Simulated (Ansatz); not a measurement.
Species: HI, charge 0, singlet. HI (iodane, SMILES I).
B3LYP-D3(BJ)/def2-TZVP minimum from Ansatz (a quantum-chemistry and plane-wave program):
```xyz
2

I      0.0000     0.0000    -0.0299
H      0.0000     0.0000     1.5855
```

Total energies in hartree (Ansatz). UHF or UKS for unpaired electrons; spin-orbit terms are left out. Cores are frozen in correlated methods (noble-gas shells, and filled d and f shells in the p block). Past Kr the def2 sets carry scalar-relativistic core potentials. For partners of very few electrons the exact lower level stands in for a higher one. Spin-orbit terms, left out, reach several kcal/mol for Br and I, and more for heavier atoms.

```tsv
species	HF/def2-TZVPP	CCSD(T)/def2-TZVPP	HF/def2-QZVPP	CCSD(T)/def2-QZVPP	CCSDT(Q)/def2-QZVPP
1: HI (iodane, SMILES I)	-297.24250	-297.41767	-297.24396	-297.43943	-297.44032
2: I (doublet)	-296.65857	-296.79430	-296.65973	-296.81374	-296.81455
3: H (doublet)	-0.49981	-0.49981	-0.49998	-0.49998	-0.49998
```

Problem. Work out the atomisation energy (electronic, to ground-state atoms) in kcal/mol: take Hartree-Fock from def2-QZVPP, extrapolate the CCSD(T) correlation energy as X^-3 (X = 3, 4), and add CCSDT(Q) - CCSD(T) in def2-QZVPP. 1 hartree = 627.51 kcal/mol.

Solution. 
Species 1: correlation (64·(-0.19547) - 27·(-0.17517))/37 = -0.21028; step -0.00089; E1 = -297.24396 + (-0.21028) + (-0.00089) = -297.45513
Species 2: correlation (64·(-0.15401) - 27·(-0.13573))/37 = -0.16735; step -0.00081; E2 = -296.65973 + (-0.16735) + (-0.00081) = -296.82789
Species 3: correlation (64·(0.00000) - 27·(0.00000))/37 = 0.00000; step +0.00000; E3 = -0.49998 + (0.00000) + (+0.00000) = -0.49998
-1·E1 +1·E2 +1·E3 = 0.12726 hartree = 79.9 kcal/mol.
